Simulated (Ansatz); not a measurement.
```yaml
atoms:
  - { symbol: C, position_ang: [-0.0340, -0.0204, -1.0521] }
  - { symbol: S, position_ang: [-0.0354, 0.0071, 0.5501] }
  - { symbol: H, position_ang: [-0.0320, -0.9570, -1.6398] }
  - { symbol: H, position_ang: [-0.0063, 0.8801, -1.6131] }
```

Basis set: 6-31G* (spherical functions). Left uncorrelated: 6 orbitals. Charge 0, multiplicity 1.

Computed with Ansatz (development build ahead of 0.2.0); each method stands on the lowest determinant of its kind that the runs found. Restricted open shells among the atoms or ions are ROHF, correlated in semicanonical orbitals with singles.

The atomization energy at this shape (free ground-state atoms in the same class of orbitals less the molecule, no zero-point energy) of singlet CH₂S:

| method | atomization energy |
| --- | --- |
| RHF-MP2 | 12.82 eV |

Task: What does RHF give?

Result: 9.79 eV.
